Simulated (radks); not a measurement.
Values are calculated unless marked as measured or tabulated.
Task: The helium ion He+, 1s1. Code: a radial shooting solver on a logarithmic mesh with Libxc functionals. Model: non-relativistic Kohn-Sham, exchange-only LDA, spin-polarised, spherical densities, point nucleus. Every spin shell is full or empty, so the densities are truly spherical. Functionals are evaluated on that one density, not self-consistently. Rank these exchange functionals by their error against the exact value of the orbitals, and give that value: LDA, B88, PBE, PBEsol, PW91, PW86, OPTX, G96, revTPSS, MS2, TASK, MVS.

Result: Exact: -0.607309 hartree. From best to worst, with 100 (|E| - |E exact|)/|E exact| (equal figures are ties): revTPSS +0.08, TASK +0.10, MVS +0.11, PW86 -0.13, MS2 +0.13, G96 -0.26, OPTX -0.47, B88 -0.69, PW91 -1.60, PBE -1.90, PBEsol -6.19, LDA -14.14.
